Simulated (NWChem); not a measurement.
Species: BSiH5O2; SMILES OB(O)[SiH3]

```xyz
9

B      0.0099    -0.5693     0.0000
O      0.0008    -1.2094    -1.2018
H     -0.0165    -2.1730    -1.1549
O      0.0008    -1.2094     1.2018
H     -0.0165    -2.1730     1.1549
Si     0.0014     1.4660     0.0000
H      0.6801     2.0196     1.2138
H     -1.4079     1.9788     0.0000
H      0.6801     2.0196    -1.2138
```
Atoms are numbered in this order, from 1.

Results from NWChem. Medium grid unless said otherwise, to which SCAN and Minnesota functionals are sensitive. Coordinates come from a PBE0/def2-SVP optimisation. Hybrids' shares of exact exchange are those that their runs print; pure functionals count as 0. The functionals differ in more than this share.

```csv
row,share of exact exchange,highest occupied level (eV)
PBE/def2-TZVP,0.00,-7.15
SCAN/def2-TZVP,0.00,-7.45
B3LYP/def2-TZVP,0.20,-8.20
B3PW91/def2-TZVP,0.20,-8.19
PBE0/def2-TZVP,0.25,-8.40
Hartree-Fock/def2-TZVP,1.00,withheld
```

Problem. Fit a straight line of the last column on the one before it, predict the withheld value, and compare with the run.

Solution. 
1. Means of the 5 shown rows: x = 0.130, y = -7.878. Slope Σ(x − x̄)(y − ȳ)/Σ(x − x̄)² = -0.2573/0.05800 = -4.436; intercept -7.301.
2. The shown rows scatter about the line by 0.095 (root mean square); the largest residual is +0.15, at PBE/def2-TZVP.
3. At x = 1.00 (Hartree-Fock/def2-TZVP; beyond the shown range) the line gives -11.74.
4. The run gives -11.44, +0.30 from the line, 3.2 times the scatter.
